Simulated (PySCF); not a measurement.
Molecule: SMILES C/C=C(\C)[SiH2]N, C₄H₁₁NSi.

Cartesian coordinates in Å; atom numbers follow the order of the lines, from 1:
```xyz
17

C     2.5219    0.3691    0.3904
C     1.1252    0.8113    0.0904
C     0.0779    0.0322   -0.1695
C     0.1924   -1.4690   -0.1911
Si   -1.6077    0.7717   -0.5766
N    -2.7539   -0.1447    0.3347
H     2.8877    0.8655    1.2892
H     3.1831    0.6505   -0.4306
H     2.5874   -0.7056    0.5310
H     0.9937    1.8866    0.0823
H     0.5804   -1.8463    0.7553
H    -0.7791   -1.9226   -0.3653
H     0.8671   -1.7906   -0.9845
H    -1.9930    0.5417   -1.9728
H    -1.5759    2.2174   -0.2984
H    -2.5805   -0.2917    1.3167
H    -3.7337    0.0365    0.1889
```

Frames of a GFN2-xTB Langevin trajectory at 200 K; GIAO PBE0/pcSseg-1 shieldings in PySCF 2.14.0 with density-fitted response routines, gas phase, non-relativistic; equivalent atoms averaged within each frame.

δ = σ(ref) − σ, references computed at the same level: 13C (σ = 186.93 ppm), 29Si (σ = 349.16 ppm), 1H (σ = 31.72 ppm) against TMS; 15N (σ = 267.73 ppm) vs NH3. The references are static minima.

Question: How do the shifts (ppm) fluctuate along the trajectory?

Answer: 
```tsv
time (fs)	C2	C3	C1	C4	Si5	N6	H10	H14/H15	H7/H8/H9	H11/H12/H13
optimised geometry	149.3	140.3	18.0	15.2	-31.5	7.8	6.39	4.97	1.89	2.07
250	156.8	152.7	20.3	16.3	-35.5	9.2	7.67	5.12	2.46	2.24
425	152.8	139.5	20.9	18.3	-29.9	2.1	6.76	5.23	1.78	2.38
625	149.4	152.0	18.1	15.9	-29.4	9.2	6.10	5.24	2.51	1.89
800	147.9	144.7	18.1	16.4	-35.2	0.2	6.06	5.04	2.22	1.62
1000	147.5	131.1	23.9	15.7	-30.3	4.8	7.45	4.92	2.44	2.05
mean of frames	150.9	144.0	20.3	16.5	-32.0	5.1	6.81	5.11	2.28	2.04
standard deviation	3.9	9.0	2.4	1.0	3.0	4.1	0.74	0.13	0.30	0.30
```

5 frames give an uncertainty of the mean of about the standard deviation over 2.2 at best, since frames this close in time may not be independent; classical motion lacks zero-point vibration, and the reference would need the same averaging.
